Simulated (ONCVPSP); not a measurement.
# germanium (Ge): from the effect back to the setting (ONCV)

Base potential:

Ge (Z = 32), optimised norm-conserving Vanderbilt (ONCV), made with ONCVPSP 4.0.1 (PBEsol, fully relativistic). Core [Ne], reference 3s2 3p6 3d10 4s1.5 4p2.5. Waves: 3s+4s: rc 1.00 bohr, ncon 5, nbas 9, qcut 12.2 1/bohr, 2 projectors; 3p+4p: rc 0.95 bohr, ncon 4, nbas 7, qcut 18.4 1/bohr, 2 projectors; 3d: rc 0.65 bohr, ncon 5, nbas 9, qcut 14.6 1/bohr, 2 projectors, debl 3.5 Ha. Local part: polynomial inside 0.40 bohr (lpopt 5, dvloc0 0 Ha). Core correction: Teter function, fcfact 4, rcfact 1.2.

Open shells are filled in proportion to 2j + 1.

Cutoffs, loose and tight: the cutoffs (Ha) at which the residual kinetic energy of the hardest occupied pseudo-wave falls to 1 and 0.1 mHa per electron. They do not see the model core or the augmentation charge, which bear on the density cutoff. Test errors are all-electron minus pseudo excitation energies from the reference, over the configurations 3s2 3p6 3d10 4s2 4p2; 3s2 3p6 3d10 4s2 4p1; 3s2 3p6 3d10 4s2 4p0; 3s2 3p6 3d10 4s1 4p3; variants that change the core or the reference have their own tests.

Only the scale of all radii but the core radius (base = 1) is moved:

```tsv
scale of all radii but the core radius (base = 1)	cutoff, loose	cutoff, tight	bound ghosts	largest test error (meV)
0.8	1095 Ha	1195 Ha	none	+2.4
0.95	755 Ha	827 Ha	none	+2.0
1.04	617 Ha	685 Ha	none	+1.9
1.1	536 Ha	600 Ha	none	+1.7
1.16	469 Ha	531 Ha	none	+1.6
1.25	379 Ha	449 Ha	none	+1.4
1.32	295 Ha	399 Ha	none	+1.2
```

Question: One more run gave cutoff, loose: 935 Ha; cutoff, tight: 1022 Ha; bound ghosts: none; largest test error (meV): +2.1. Which value of the scale of all radii but the core radius (base = 1) was used?

Answer: 0.85. The loose cutoff moves one way along this sweep, from 1095 Ha at 0.8 to 295 Ha at 1.32, which places the run between 0.8 and 0.95.
